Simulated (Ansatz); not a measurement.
Start from `C#COC=C` and change one atom or group to get `C#C[O][AlH][CH3]`.

Ansatz, PBE0-D4/def2-TZVP geometries, multiplicity 1. Each molecule was computed in one conformer, which needn't be the lowest.

| property | `C#COC=C` |
| --- | --- |
| HOMO energy (PBE0/def2-TZVPP) / eV | -7.09 |
| LUMO energy (B3LYP/def2-TZVPP) / eV | -0.26 |
| HOMO energy (ωB97M-V/def2-TZVPP) / eV | -9.30 |
| LUMO energy (PBE0/def2-TZVPP) / eV | -0.01 |
| HOMO energy (B3LYP/def2-TZVPP) / eV | -6.87 |
| size of the dipole moment (PBE/def2-TZVPP) / D | 1.11 |

(1) What does the change do to each property? (An estimate is asked.)

Results:

(1) Computed: 
| property | `C#C[O][AlH][CH3]` | shift |
| --- | --- | --- |
| HOMO energy (PBE0/def2-TZVPP) / eV | -6.94 | 0.15 |
| LUMO energy (B3LYP/def2-TZVPP) / eV | -1.39 | -1.13 |
| HOMO energy (ωB97M-V/def2-TZVPP) / eV | -9.22 | 0.08 |
| LUMO energy (PBE0/def2-TZVPP) / eV | -1.16 | -1.15 |
| HOMO energy (B3LYP/def2-TZVPP) / eV | -6.72 | 0.15 |
| size of the dipole moment (PBE/def2-TZVPP) / D | 2.42 | 1.31 |

With PBE0 the HOMO rises by 0.15 eV and the LUMO falls by 1.15 eV, so the gap narrows by about 1.30 eV. PBE moves the HOMO by 0.18 eV and ωB97M-V by 0.08 eV. Dipoles are sizes alone; their direction can turn.

B3LYP here is the variant with VWN-RPA as its local correlation; programs differ in this.
